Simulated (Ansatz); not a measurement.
Cartesian coordinates in Å:
```
C -0.412 2.082 0.696
C 0.615 0.996 0.376
C 1.507 1.451 -0.780
C 1.472 0.713 1.610
N -0.074 -0.196 -0.011
Ta -0.879 -1.723 -0.401
N -2.834 -1.323 -0.316
N -0.252 -2.192 -2.238
O -0.464 -3.162 0.808
H -1.034 2.284 -0.179
H -1.062 1.760 1.513
H 0.083 3.011 0.992
H 2.236 0.675 -1.023
H 2.047 2.365 -0.519
H 0.903 1.646 -1.669
H 2.010 1.611 1.927
H 2.202 -0.070 1.393
H 0.843 0.377 2.438
H -3.241 -0.415 -0.159
H -3.564 -2.002 -0.478
H 0.336 -1.620 -2.822
H -0.525 -3.025 -2.741
H 0.086 -3.243 1.584
```

Charge 0, multiplicity 1. Ta: def2 effective core potential.

Task: List the CAM-B3LYP/def2-TZVPP orbital energies in eV (Ansatz 0.2.0). (Estimate.)

Result: The calculation gave: Occupied: -522.08, -390.54, -390.54, -390.14, -279.60, -278.19, -278.17, -278.17, -76.29, -42.31, -42.01, -41.92, -28.30, -25.48, -24.35, -24.19, -21.40, -20.70, -20.69, -16.18, -15.32, -14.74, -14.73, -13.93, -13.78, -13.78, -12.57, -12.35, -12.35, -12.12, -11.50, -11.40, -11.06, -10.93, -10.82, -10.76, -9.23, -8.33, -8.18, -8.16. Lowest empty: 0.87, 1.38, 1.61, 1.86, 2.24, 2.25, 2.43, 2.91.
